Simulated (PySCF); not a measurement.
Geometry:
```json
{"atom": "C1", "x (Å)": "1.975", "y (Å)": "-0.423", "z (Å)": "1.186"}
{"atom": "N2", "x (Å)": "1.444", "y (Å)": "0.616", "z (Å)": "0.323"}
{"atom": "C3", "x (Å)": "2.119", "y (Å)": "1.888", "z (Å)": "0.471"}
{"atom": "Si4", "x (Å)": "0.762", "y (Å)": "0.103", "z (Å)": "-1.225"}
{"atom": "N5", "x (Å)": "-0.764", "y (Å)": "-0.674", "z (Å)": "-1.041"}
{"atom": "C6", "x (Å)": "-0.890", "y (Å)": "-2.089", "z (Å)": "-0.797"}
{"atom": "C7", "x (Å)": "-1.941", "y (Å)": "0.104", "z (Å)": "-0.667"}
{"atom": "B8", "x (Å)": "-2.114", "y (Å)": "0.349", "z (Å)": "0.911"}
{"atom": "O9", "x (Å)": "-3.341", "y (Å)": "0.343", "z (Å)": "1.512"}
{"atom": "O10", "x (Å)": "-1.047", "y (Å)": "0.621", "z (Å)": "1.689"}
{"atom": "H11", "x (Å)": "1.898", "y (Å)": "-0.128", "z (Å)": "2.247"}
{"atom": "H12", "x (Å)": "1.399", "y (Å)": "-1.353", "z (Å)": "1.067"}
{"atom": "H13", "x (Å)": "3.038", "y (Å)": "-0.651", "z (Å)": "0.973"}
{"atom": "H14", "x (Å)": "1.663", "y (Å)": "2.643", "z (Å)": "-0.186"}
{"atom": "H15", "x (Å)": "2.033", "y (Å)": "2.252", "z (Å)": "1.510"}
{"atom": "H16", "x (Å)": "3.199", "y (Å)": "1.833", "z (Å)": "0.228"}
{"atom": "H17", "x (Å)": "1.665", "y (Å)": "-0.878", "z (Å)": "-1.903"}
{"atom": "H18", "x (Å)": "0.588", "y (Å)": "1.372", "z (Å)": "-1.991"}
{"atom": "H19", "x (Å)": "0.021", "y (Å)": "-2.619", "z (Å)": "-1.112"}
{"atom": "H20", "x (Å)": "-1.736", "y (Å)": "-2.515", "z (Å)": "-1.369"}
{"atom": "H21", "x (Å)": "-1.066", "y (Å)": "-2.327", "z (Å)": "0.272"}
{"atom": "H22", "x (Å)": "-1.872", "y (Å)": "1.102", "z (Å)": "-1.142"}
{"atom": "H23", "x (Å)": "-2.838", "y (Å)": "-0.362", "z (Å)": "-1.123"}
{"atom": "H24", "x (Å)": "-4.044", "y (Å)": "0.121", "z (Å)": "0.898"}
{"atom": "H25", "x (Å)": "-0.202", "y (Å)": "0.676", "z (Å)": "1.191"}
```

Geometry: PBE0-D3(BJ)/def2-SVP; GIAO absolute shieldings from PySCF 2.14.0 with density-fitted response routines, gas phase, non-relativistic, averaged over equivalent atoms.

At PBE0/pcSseg-1 (252 basis functions, 70 s wall time on 1 thread of an Arm Neoverse V2, shared host):
| atoms | σ (ppm) |
| --- | --- |
| C7 | 140.8 |
| C6 | 143.4 |
| C1/C3 | 145.8 |
| N2 | 220.5 |
| N5 | 224.8 |
| Si4 | 365.2 |
| B8 | 69.9 |
| O9/O10 | 196.6 |
| H24/H25 | 25.33 |
| H17/H18 | 26.68 |
| H19/H20/H21 | 28.66 |
| H11/H12/H13/H14/H15/H16 | 28.84 |
| H22/H23 | 29.15 |

What do these become at HF/pcSseg-1?

## Answers


```tsv
atoms	σ at HF/pcSseg-1	change
C7	153.3	+12.5
C6	154.2	+10.8
C1/C3	155.9	+10.1
N2	246.3	+25.8
N5	254.1	+29.3
Si4	409.4	+44.2
B8	82.2	+12.3
O9/O10	225.0	+28.4
H24/H25	25.75	+0.42
H17/H18	27.65	+0.97
H19/H20/H21	29.30	+0.64
H11/H12/H13/H14/H15/H16	29.39	+0.55
H22/H23	29.86	+0.71
```

The largest change is at Si4 (silicon bonded to 2 N, 2 H). Cost: 252 basis functions, 37 s wall time on 1 thread of an Arm Neoverse V2, shared host. The order of the carbon signals is the same at both levels.

A carbon bonded to boron is broadened by the quadrupolar boron nucleus and is often missing from a measured spectrum.
